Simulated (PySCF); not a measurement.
# One molecule, several mistakes: BCH7Si2

All numbers below are calculated, not measured. They come from PySCF 2.14.0, an open-source quantum chemistry program, on an isolated molecule that a program drew, which may never have been made. The molecule is BCH7Si2 (charge 0, singlet), drawn as the SMILES string `BC([SiH])[SiH3]`.

Each row is a Hartree-Fock (HF) and frozen-core CCSD(T) single point in the cc-pV(D+d)Z basis, meant for a local HF minimum. Run 1 is clean. Each other run has one planted mistake out of seven kinds, and not every kind appears here: one electron removed, one electron added, multiplicity raised by two, geometry at a saddle point, minimal basis STO-3G, one bond length entered in bohr, all coordinates scaled. The reference is restricted for singlets and unrestricted otherwise, and also for a bond in bohr. Adding or removing an electron swaps singlet and doublet. Electrons count all cores. HOMO and LUMO are orbital energies over both spins, the gradient is its largest component, and the lowest frequency (negative if imaginary) is given only where the gradient is small. Bond lengths are over the 10 bonds as drawn. T1 is the CCSD diagnostic: over 0.02 (restricted) or 0.045 (unrestricted) a single reference is doubtful.

Geometry of the clean run:
```xyz
11
BCH7Si2, angstrom
B     0.2105    1.3120   -0.0861
C    -0.9301    0.2702    0.1110
Si   -0.7506   -1.2026   -1.1032
Si   -0.7678   -0.4778    1.8622
H    -0.0352    2.4757   -0.2569
H     1.3620    0.9649   -0.0795
H    -1.9306    0.7116    0.0860
H    -2.2300   -1.3329   -1.4102
H    -1.1152    0.5501    2.8681
H     0.6045   -0.9672    2.1133
H    -1.7098   -1.6137    2.0157
```

| run | electrons | basis functions | <S^2> | HOMO (eV) | LUMO (eV) | gradient (hartree/bohr) | lowest frequency (cm^-1) | mean bond (Å) | longest bond (Å) | T1 | HF (hartree) | CCSD(T) (hartree) | mistake |
|---|---|---|---|---|---|---|---|---|---|---|---|---|---|
| 1 | 46 | 109 | 0.000 | -8.85 | 0.57 | 3.4e-06 | 40 | 1.4842 | 1.917 | 0.0138 | -644.43094 | -644.92909 | no fault |
| 2 | 46 | 109 | 1.063 | -9.10 | 0.78 | 1.8e-02 | - | 1.5815 | 2.067 | 0.0650 | -644.31681 | -644.80593 | one bond length entered in bohr |
| 3 | 46 | 109 | 2.005 | -7.89 | 0.19 | 3.6e-02 | - | 1.4842 | 1.917 | 0.0150 | -644.40247 | -644.87745 | multiplicity raised by two |
| 4 | 47 | 109 | 0.773 | -1.08 | 6.55 | 4.0e-02 | - | 1.4842 | 1.917 | 0.0203 | -644.43923 | -644.94916 | one electron added |
| 5 | 45 | 109 | 0.760 | -16.55 | -6.67 | 4.6e-02 | - | 1.4842 | 1.917 | 0.0179 | -644.14700 | -644.61314 | ? |

**Which mistake was planted in run 5, and what did it cost?**

It counts 45 electrons, one fewer than the clean run, at the same geometry and basis. So the mistake is: one electron removed. Subtracting run 1 and multiplying by 627.51 kcal/mol a hartree, the energy moved by 178.2 kcal/mol in HF and 198.3 kcal/mol in CCSD(T).

Cautions from the logs. Run 2: T1 is over the limit, so its CCSD(T) energy is less reliable.
